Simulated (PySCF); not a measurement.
**Ca¹⁶⁺ (calcium, charge +16) across methods**

[He] 2s2, closed-shell 1S. Calculation: PySCF 2.14, in an uncontracted even-tempered set (17 s from 3.1 bohr⁻², ratio 2.2; 9 p from 4.8 bohr⁻², ratio 2.4; 6 d from 14 bohr⁻², ratio 2.4; 5 f from 22 bohr⁻², ratio 2.4; 4 g from 33 bohr⁻², ratio 2.4); the non-relativistic Hamiltonian (point nucleus).

| method | E (hartree) | mean ε 1s (eV) | mean ε 2s (eV) | Σ⟨r²⟩ (bohr²) | ⟨S²⟩ |
| --- | --- | --- | --- | --- | --- |
| BP86 | -469.584 | -4778.6 | -1048.8 | 0.2616 | 0.000 |
| PBE0 | -469.393 | -4809.2 | -1055.3 | 0.2620 | 0.000 |
| r2SCAN | -469.422 | -4791.1 | -1049.9 | 0.2623 | 0.000 |
| r2SCAN0 | -469.444 | -4820.0 | -1056.4 | 0.2622 | 0.000 |
| UHF | -469.39229 | -4906.2 | -1074.9 | 0.2623 | 0.000 |
| LDA | -467.842 | -4763.3 | -1046.0 | 0.2626 | 0.000 |

Q: Estimate the same row for PBE.

A: E (hartree) = -469.357; mean ε 1s (eV) = -4776.7; mean ε 2s (eV) = -1048.4; Σ⟨r²⟩ (bohr²) = 0.2620; ⟨S²⟩ = 0.000.
